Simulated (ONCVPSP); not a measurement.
N, ONCV: configuration errors across variants

```json
{"Element": "nitrogen", "Generator": "ONCVPSP 4.0.1", "Type": "optimised norm-conserving Vanderbilt (ONCV)", "Functional": "Wu-Cohen", "Relativity": "scalar-relativistic", "Frozen core": "[He]", "Valence charge": "5", "Reference configuration": "2s2 2p3", "Partial waves": "2s: rc 0.70 bohr, ncon 4, nbas 9, qcut 8.1 1/bohr, 2 projectors, debl 0.3 Ha; 2p: rc 2.25 bohr, ncon 5, nbas 10, qcut 5.9 1/bohr, 2 projectors, debl 1.6 Ha; d scattering state at 0.29 Ha: rc 2.15 bohr, ncon 3, nbas 6, qcut 4.5 1/bohr, 2 projectors, debl 2.5 Ha", "Local potential": "polynomial inside 0.70 bohr (lpopt 3, dvloc0 -1 Ha)", "Core correction": "Teter function, fcfact 4.75, rcfact 1.8"}
```

In the s channel the program set the typed energies aside and used -0.679, 0.250 Ha.

All-electron excitation energies from the reference (eV): (1) 2s2 2p2 13.561; (2) 2s2 2p1 42.379; (3) 2s2 2p0 89.372; (4) 2s1 2p4 11.430.

A true bound ghost makes a file unfit for plane-wave use even where its test errors are small: the radial tests pick states by their node count and pass the ghost by.

Errors AE − PS in meV (a dash: test not solved or not reliable):

```tsv
change	(1)	(2)	(3)	(4)	bound ghosts	GHOST(+) flags above zero
base	+92	+672	+2357	-16	s, d	none
core correction Teter function, fcfact 4.75, rcfact 0.98	+92	+678	+2416	-15	s, d	none
core correction Teter function, fcfact 4.75, rcfact 1.12	+92	+678	+2416	-15	s, d	none
core correction Teter function, fcfact 4.75, rcfact 1.2	+92	+680	+2416	-16	s, d	none
core correction Teter function, fcfact 4.75, rcfact 1.3	+92	+680	+2414	-16	s, d	none
core correction Teter function, fcfact 4.75, rcfact 1.48	+93	+680	+2411	-16	s, d	none
core correction Teter function, fcfact 4.75, rcfact 1.56	+93	+680	+2403	-16	s, d	none
core correction Teter function, fcfact 4.75, rcfact 1.66	+93	+678	+2389	-16	s, d	none
core correction Teter function, fcfact 4.75, rcfact 1.78	+93	+672	+2362	-16	s, d	none
core correction Teter function, fcfact 4.75, rcfact 1.92	+92	+664	+2321	-16	s, d	none
```

Question: Give the same row for: core correction Teter function, fcfact 4.75, rcfact 2.

Answer: +91, +659, +2291, -16; bound ghosts: s, d; GHOST(+) flags above zero: none.
